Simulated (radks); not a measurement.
Results of a calculation; reference values are marked as such.
Spherical jellium clusters: N electrons in a uniform positive sphere of charge N and radius rs N^(1/3), rs = 2.02 bohr. Level of theory: non-relativistic Kohn-Sham, LDA (Slater exchange, Perdew-Wang correlation), spin-polarised, spherical densities (a radial shooting solver with Libxc functionals). Levels are named by radial order and angular momentum (1s, 1p, 1d, 2s, ...), and open shells are averaged over m.

N = 24, configuration 1s2 1p6 1d10 2s2 1f(up 4, down 0). This is the lowest configuration that the search found. Occupied and some empty levels:

| level | occupation | eigenvalue (eV) | <r> (bohr) |
|---|---|---|---|
| 1s up | 1 | -12.879 | 3.475 |
| 1s down | 1 | -12.622 | 3.391 |
| 1p up | 3 | -9.9664 | 4.279 |
| 1p down | 3 | -9.5664 | 4.227 |
| 1d up | 5 | -6.5721 | 4.925 |
| 1d down | 5 | -6.0915 | 4.907 |
| 2s up | 1 | -5.6277 | 4.504 |
| 2s down | 1 | -5.3099 | 4.543 |
| 1f up | 4 | -2.9142 | 5.645 |
| 1f down | 0 | -2.4146 | 5.688 |
| 2p up | 0 | -2.2645 | 6.222 |
| 2p down | 0 | -1.9775 | 6.357 |
| 2d up | 0 | -0.14001 | 10.29 |

Energy (eV): total -1.95263, kinetic 141.45, external -3097.3, Hartree 1492.0, exchange-correlation -152.09, background 1614.0.
